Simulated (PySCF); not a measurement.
PySCF input file for VOF3, SMILES [O]=[V]([F])([F])[F], multiplicity 1, ωB97X-D3(BJ)/def2-SVP. 

```python
import numpy as np
from pyscf import gto, scf, dft
from pyscf.geomopt import geometric_solver

mol = gto.M(
    atom='''
    V     0.00000000   -0.00000000   -0.01638016
    O     0.00000000   -0.00000001   -1.53286521
    F     1.33887268   -0.77299850    0.46813576
    F    -1.33887268   -0.77299849    0.46813576
    F     0.00000000    1.54599701    0.46813574
    ''',
    basis='def2-SVP',
    charge=0,
    spin=0,
    max_memory=1600,
    verbose=3,
)
mf = dft.RKS(mol, xc='wb97x-d3bj').density_fit(auxbasis='def2-universal-jkfit')
mf.grids.level = 3
mf.conv_tol = 1e-9
mf.max_cycle = 100
mf.kernel()
grad = mf.nuc_grad_method()
grad.grid_response = mol.nao <= 150
conv, mol_eq = geometric_solver.kernel(grad, convergence_set='GAU_TIGHT', maxsteps=100)
print(mol_eq.tostring(format='xyz'))
mf.reset(mol_eq)
mf.kernel()
```

It prints:

```
converged SCF energy = -1318.48376178716
[banner and settings of the optimiser left out]
Geometry optimization cycle 1
Cartesian coordinates (Angstrom)
 Atom        New coordinates             dX        dY        dZ
   V   0.000000   0.000000  -0.016380    0.000000  0.000000  0.000000
   O   0.000000  -0.000000  -1.532865    0.000000  0.000000  0.000000
   F   1.338873  -0.772999   0.468136    0.000000  0.000000 -0.000000
   F  -1.338873  -0.772998   0.468136    0.000000  0.000000 -0.000000
   F   0.000000   1.545997   0.468136    0.000000 -0.000000  0.000000

WARN: Mole.unit (angstrom) is changed to Bohr

converged SCF energy = -1318.48376178717
--------------- DFRKS_Scanner gradients ---------------
         x                y                z
0 V    -0.0000000034    -0.0001813931     0.0492906947
1 O    -0.0000000016     0.0000023691     0.0283867653
2 F    -0.0623267963     0.0361060393    -0.0258845083
3 F     0.0623268558     0.0361060897    -0.0258845379
4 F    -0.0000000032    -0.0720331026    -0.0259085341
----------------------------------------------
cycle 1: E = -1318.48376179  dE = -1318.48  norm(grad) = 0.144264
Step    0 : Gradient = 6.452e-02/7.655e-02 (rms/max) Energy = -1318.4837617872
Hessian Eigenvalues: 5.00000e-02 5.00000e-02 5.00000e-02 ... 4.75120e-01 4.75120e-01 7.14664e-01

Geometry optimization cycle 2
Cartesian coordinates (Angstrom)
 Atom        New coordinates             dX        dY        dZ
   V  -0.000001   0.000381  -0.047659   -0.000001  0.000381 -0.031279
   O  -0.000001   0.000942  -1.585163   -0.000001  0.000942 -0.052298
   F   1.399352  -0.808866   0.495516    0.060480 -0.035867  0.027380
   F  -1.399353  -0.808866   0.495516   -0.060481 -0.035867  0.027381
   F  -0.000001   1.616408   0.496958   -0.000001  0.070411  0.028822
converged SCF energy = -1318.50031416781
--------------- DFRKS_Scanner gradients ---------------
         x                y                z
0 V     0.0000000253    -0.0000397797     0.0103023766
[...]
Hessian Eigenvalues: 4.98798e-02 5.00000e-02 5.00000e-02 ... 4.75120e-01 4.75186e-01 7.62838e-01

Geometry optimization cycle 5
Cartesian coordinates (Angstrom)
 Atom        New coordinates             dX        dY        dZ
   V  -0.000001   0.000652  -0.044994    0.000000  0.000070  0.000401
   O  -0.000002   0.001881  -1.571147   -0.000000  0.000311  0.000352
   F   1.397506  -0.808776   0.489792    0.000065 -0.000283 -0.000369
   F  -1.397508  -0.808777   0.489792   -0.000064 -0.000283 -0.000369
   F  -0.000002   1.615031   0.491721   -0.000000  0.000188 -0.000004
converged SCF energy = -1318.50052572107
--------------- DFRKS_Scanner gradients ---------------
         x                y                z
0 V     0.0000000120    -0.0000125224    -0.0000384110
1 O     0.0000000014    -0.0000079164     0.0000338247
2 F    -0.0000135748     0.0000232302     0.0000037299
3 F     0.0000135190     0.0000232168     0.0000037385
4 F     0.0000000052    -0.0000260384    -0.0000029818
----------------------------------------------
cycle 5: E = -1318.50052572  dE = -1.42522e-07  norm(grad) = 7.07069e-05
Step    4 : Displace = 3.565e-04/4.063e-04 (rms/max) Trust = 2.828e-01 (+) Grad = 3.162e-05/4.040e-05 (rms/max) E (change) = -1318.5005257211 (-1.425e-07) Quality = 1.236
Hessian Eigenvalues: 4.35595e-02 5.00000e-02 5.00000e-02 ... 4.75120e-01 4.81658e-01 7.35615e-01

Geometry optimization cycle 6
Cartesian coordinates (Angstrom)
 Atom        New coordinates             dX        dY        dZ
   V  -0.000001   0.000708  -0.044870    0.000001  0.000056  0.000124
   O  -0.000001   0.002291  -1.571046    0.000000  0.000410  0.000101
   F   1.397503  -0.809023   0.489536   -0.000003 -0.000247 -0.000256
   F  -1.397503  -0.809024   0.489537    0.000005 -0.000247 -0.000256
   F  -0.000002   1.615061   0.492016    0.000000  0.000030  0.000294
converged SCF energy = -1318.50052574781
--------------- DFRKS_Scanner gradients ---------------
         x                y                z
0 V    -0.0000000370    -0.0000054321     0.0000242344
1 O    -0.0000000088    -0.0000060521    -0.0000059296
2 F    -0.0000020599     0.0000086201    -0.0000029085
3 F     0.0000021264     0.0000086224    -0.0000029063
4 F     0.0000000006    -0.0000057579    -0.0000125445
----------------------------------------------
cycle 6: E = -1318.50052575  dE = -2.67364e-08  norm(grad) = 3.24568e-05
Step    5 : Displace = 1.411e-04/1.919e-04 (rms/max) Trust = 3.000e-01 (+) Grad = 1.452e-05/2.484e-05 (rms/max) E (change) = -1318.5005257478 (-2.674e-08) Quality = 1.399
Hessian Eigenvalues: 2.10631e-02 5.00000e-02 5.00000e-02 ... 4.75119e-01 4.75169e-01 7.80359e-01

Geometry optimization cycle 7
Cartesian coordinates (Angstrom)
 Atom        New coordinates             dX        dY        dZ
   V  -0.000001   0.000764  -0.044830   -0.000000  0.000056  0.000040
   O  -0.000001   0.002860  -1.571012    0.000000  0.000569  0.000034
   F   1.397465  -0.809296   0.489237   -0.000038 -0.000272 -0.000299
   F  -1.397467  -0.809296   0.489237    0.000037 -0.000272 -0.000300
   F  -0.000001   1.614981   0.492548    0.000000 -0.000080  0.000532
converged SCF energy = -1318.50052577181
--------------- DFRKS_Scanner gradients ---------------
         x                y                z
0 V     0.0000000238     0.0000031425     0.0000359703
1 O    -0.0000000010    -0.0000095501    -0.0000228660
2 F     0.0000083704    -0.0000037916    -0.0000004428
3 F    -0.0000084093    -0.0000037712    -0.0000004537
4 F     0.0000000014     0.0000139344    -0.0000122924
----------------------------------------------
cycle 7: E = -1318.50052577  dE = -2.40088e-08  norm(grad) = 4.93239e-05
Step    6 : Displace = 8.595e-05/1.171e-04 (rms/max) Trust = 3.000e-01 (=) Grad = 2.206e-05/3.611e-05 (rms/max) E (change) = -1318.5005257718 (-2.401e-08) Quality = 2.121
Hessian Eigenvalues: 1.06183e-03 5.00000e-02 5.00000e-02 ... 4.75121e-01 6.19232e-01 1.16539e+00

Geometry optimization cycle 8
Cartesian coordinates (Angstrom)
 Atom        New coordinates             dX        dY        dZ
   V   0.000000   0.001695  -0.044174    0.000001  0.000930  0.000656
   O   0.000005   0.014673  -1.570380    0.000006  0.011813  0.000633
   F   1.396754  -0.814547   0.483110   -0.000710 -0.005251 -0.006127
   F  -1.396760  -0.814545   0.483101    0.000707 -0.005249 -0.006136
   F  -0.000002   1.612775   0.503703   -0.000000 -0.002206  0.011155
converged SCF energy = -1318.50052562212
--------------- DFRKS_Scanner gradients ---------------
         x                y                z
0 V     0.0000003045     0.0001247367     0.0002058940
1 O     0.0000000168    -0.0000223232    -0.0002092033
2 F     0.0001278656    -0.0001872573     0.0000182951
3 F    -0.0001281137    -0.0001873471     0.0000184304
4 F    -0.0000000418     0.0002721944    -0.0000337464
----------------------------------------------
cycle 8: E = -1318.50052562  dE = 1.49693e-07  norm(grad) = 0.000530138
Step    7 : Displace = 1.430e-03/1.904e-03 (rms/max) Trust = 3.000e-01 (=) Grad = 2.371e-04/2.743e-04 (rms/max) E (change) = -1318.5005256221 (+1.497e-07) Quality = -0.677
Poor-quality step dominated by net translation/rotation detected; will project out net forces and torques past this point.
Hessian Eigenvalues: 2.21934e-03 5.00000e-02 5.00000e-02 ... 4.75121e-01 6.41279e-01 1.37930e+00

Geometry optimization cycle 9
Cartesian coordinates (Angstrom)
 Atom        New coordinates             dX        dY        dZ
   V  -0.000002   0.001243  -0.044564   -0.000002 -0.000452 -0.000390
   O   0.000004   0.009689  -1.570765   -0.000002 -0.004984 -0.000385
   F   1.397081  -0.812215   0.485719    0.000326  0.002332  0.002609
   F  -1.397092  -0.812208   0.485710   -0.000333  0.002337  0.002608
   F  -0.000001   1.613519   0.499185    0.000001  0.000744 -0.004517
converged SCF energy = -1318.50052594537
--------------- DFRKS_Scanner gradients ---------------
         x                y                z
0 V     0.0000002643     0.0000657403     0.0001002692
1 O    -0.0000000145    -0.0000214160    -0.0001153040
2 F     0.0000653881    -0.0000919156     0.0000147001
3 F    -0.0000656216    -0.0000919826     0.0000148007
4 F    -0.0000000337     0.0001395856    -0.0000145146
----------------------------------------------
cycle 9: E = -1318.50052595  dE = -3.23246e-07  norm(grad) = 0.00027157
Step    8 : Displace = 7.556e-04/1.021e-03 (rms/max) Trust = 7.149e-04 (-) Grad = 1.212e-04/1.352e-04 (rms/max) E (change) = -1318.5005259454 (-3.232e-07) Quality = 1.160
Hessian Eigenvalues: 1.65822e-04 5.00000e-02 5.00000e-02 ... 4.75122e-01 6.73620e-01 1.98710e+00

Geometry optimization cycle 10
Cartesian coordinates (Angstrom)
 Atom        New coordinates             dX        dY        dZ
   V  -0.000004   0.000558  -0.045073   -0.000002 -0.000685 -0.000510
   O   0.000001   0.002349  -1.571221   -0.000002 -0.007340 -0.000456
   F   1.397564  -0.808785   0.489567    0.000483  0.003429  0.003848
   F  -1.397582  -0.808773   0.489557   -0.000490  0.003435  0.003847
   F   0.000001   1.614650   0.492337    0.000002  0.001131 -0.006848
converged SCF energy = -1318.50052570283
--------------- DFRKS_Scanner gradients ---------------
         x                y                z
0 V     0.0000000265    -0.0000304985    -0.0000548624
1 O    -0.0000000240    -0.0000052975     0.0000524641
2 F    -0.0000317907     0.0000483166     0.0000024395
3 F     0.0000317509     0.0000483074     0.0000024426
4 F    -0.0000000101    -0.0000607818    -0.0000025101
----------------------------------------------
cycle 10: E = -1318.5005257  dE = 2.42534e-07  norm(grad) = 0.000130844
Step    9 : Displace = 1.057e-03/1.423e-03 (rms/max) Trust = 1.011e-03 (+) Grad = 5.817e-05/6.361e-05 (rms/max) E (change) = -1318.5005257028 (+2.425e-07) Quality = -0.387
Hessian Eigenvalues: 4.78091e-03 4.99996e-02 5.00000e-02 ... 4.75120e-01 6.56280e-01 1.04189e+00

Geometry optimization cycle 11
Cartesian coordinates (Angstrom)
 Atom        New coordinates             dX        dY        dZ
   V  -0.000003   0.000777  -0.044894    0.000001  0.000220  0.000179
   O   0.000002   0.004809  -1.571060    0.000001  0.002460  0.000162
   F   1.397411  -0.809930   0.488282   -0.000152 -0.001145 -0.001285
   F  -1.397428  -0.809919   0.488272    0.000155 -0.001146 -0.001285
   F   0.000001   1.614270   0.494606   -0.000001 -0.000379  0.002268
converged SCF energy = -1318.50052587113
--------------- DFRKS_Scanner gradients ---------------
         x                y                z
0 V     0.0000000499    -0.0000040483    -0.0000013705
1 O    -0.0000000163    -0.0000067456     0.0000003099
2 F    -0.0000014327     0.0000036494     0.0000055814
3 F     0.0000013932     0.0000036420     0.0000055723
4 F    -0.0000000086     0.0000035300    -0.0000098577
----------------------------------------------
cycle 11: E = -1318.50052587  dE = -1.68299e-07  norm(grad) = 1.63182e-05
Step   10 : Displace = 3.525e-04/4.768e-04 (rms/max) Trust = 5.055e-04 (-) Grad = 2.017e-06/3.541e-06 (rms/max) E (change) = -1318.5005258711 (-1.683e-07) Quality = 3.101
Hessian Eigenvalues: 4.75537e-03 4.99996e-02 5.00000e-02 ... 4.75120e-01 6.55963e-01 1.03956e+00

Geometry optimization cycle 12
Cartesian coordinates (Angstrom)
 Atom        New coordinates             dX        dY        dZ
   V  -0.000003   0.000782  -0.044890   -0.000000  0.000004  0.000004
   O   0.000002   0.004823  -1.571055    0.000000  0.000014  0.000005
   F   1.397413  -0.809938   0.488266    0.000002 -0.000008 -0.000016
   F  -1.397430  -0.809927   0.488256   -0.000002 -0.000008 -0.000016
   F   0.000001   1.614268   0.494630    0.000000 -0.000003  0.000024
converged SCF energy = -1318.50052587231
--------------- DFRKS_Scanner gradients ---------------
         x                y                z
0 V    -0.0000000298     0.0000012018    -0.0000030978
1 O    -0.0000000000    -0.0000088584     0.0000029263
2 F     0.0000002707     0.0000025209     0.0000049866
3 F    -0.0000002621     0.0000025146     0.0000050158
4 F    -0.0000000109     0.0000026431    -0.0000098792
----------------------------------------------
cycle 12: E = -1318.50052587  dE = -1.17507e-09  norm(grad) = 1.62943e-05
Step   11 : Displace = 6.219e-06/8.105e-06 (rms/max) Trust = 7.149e-04 (+) Grad = 2.168e-06/3.677e-06 (rms/max) E (change) = -1318.5005258723 (-1.175e-09) Quality = 31.707
Hessian Eigenvalues: 4.75537e-03 4.99996e-02 5.00000e-02 ... 4.75120e-01 6.55963e-01 1.03956e+00
Converged! =D

5
XYZ from PySCF
V          -0.00000332        0.00078183       -0.04488991
O           0.00000234        0.00482312       -1.57105490
F           1.39741338       -0.80993751        0.48826616
F          -1.39743000       -0.80992703        0.48825594
F           0.00000079        1.61426757        0.49462957
converged SCF energy = -1318.50052587232
```

The run converged.

Cost: roughly 80 core-seconds.
